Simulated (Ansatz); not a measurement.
Consider the ligand exchange at the Si–O bond: `O[SiH]([SiH3])[SeH]` + NH₃ → `N[SiH]([SiH3])[SeH]` + H₂O.

Isolated molecules relaxed with PBE0-D4/def2-TZVP in Ansatz; ΔE leaves out vibrations. CBS: MP2 limit from def2 TZ/QZ plus the TZ coupled-cluster correction, frozen cores. This one scheme is used for every species. Functionals use def2-TZVPP. For Se outer-core shells are correlated without core-valence functions, which leaves a few kJ/mol of doubt a bond. Scalar relativity is left out up to krypton. One conformer a species, not always the lowest.

| level | ΔE (kcal/mol) |
| --- | --- |
| r2SCAN-D4 | 11.4 |
| CCSD(T)/def2-TZVPP | 10.6 |

What does CCSD(T)/CBS give? (Best estimate.)

The calculation gave: +10.1 kcal/mol. The listed levels differ from it by 1.3, 0.5 kcal/mol.

Largest T1 diagnostic among the species: 0.011.

The D4 term adds −0.8 kcal/mol with B3LYP and −0.4 kcal/mol with PBE0; it sums over pairs of atoms, weighted by their polarisabilities, and B3LYP, whose exchange is more repulsive, gets the larger term. In def2-TZVPP, CCSD(T) changes the Hartree–Fock value by −0.8 kcal/mol (the triples alone add +0.1 kcal/mol) and MP2 by −1.0 kcal/mol.

B3LYP here is the variant with VWN-RPA as its local correlation; programs differ in this.
